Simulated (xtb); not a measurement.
CH3O3S, SMILES CS(=O)(=O)[O-], charge -1. All values are semi-empirical tight-binding results from xtb (GFN2-xTB unless named), good for trends rather than for accurate numbers. Coordinates come from a GFN2-xTB optimisation.

Q: Estimate the properties. (Estimate from the structure and the level; the computed values follow.)

A: 
```
Item                                              Result
----------------------------------------  --------------
point group as xtb finds it                          C3v
orbital gap                                      8.40 eV
zero-point energy                          30.0 kcal/mol
G − E(el) at 298.15 K (modified RRHO)      12.6 kcal/mol
static polarisability (D4 model)              52.9 bohr³
solvation energy, GFN2-xTB/ALPB(water)    -73.5 kcal/mol
solvation energy, GFN2-xTB/ALPB(benzene)  -52.3 kcal/mol
```
